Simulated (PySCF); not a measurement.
Z-matrix (Å, degrees):
```
W
F 1 1.8642
F 1 1.8642 2 81.87
F 1 1.8645 2 139.75 3 -62.51
F 1 1.8647 2 79.20 3 -143.95
F 1 1.8694 2 134.19 5 -68.00
C 1 2.1208 2 83.57 5 -131.64
H 7 1.0978 1 109.81 2 -41.31
H 7 1.1016 8 111.37 3 -147.52
H 7 1.1017 8 111.33 9 -121.62
```
Charge 0, multiplicity 1.

Q: Give the HOMO–LUMO gap, dipole moment and charge on the central atom (Mulliken) at the level TPSSh-D3(BJ)/def2-TZVP // r2SCAN-D4/def2-SVP (PySCF).

A: 
```json
{
 "HOMO–LUMO gap": "4.40 eV",
 "dipole_moment": "2.05 D",
 "charge on the central atom (Mulliken)": "1.56 e"
}
```
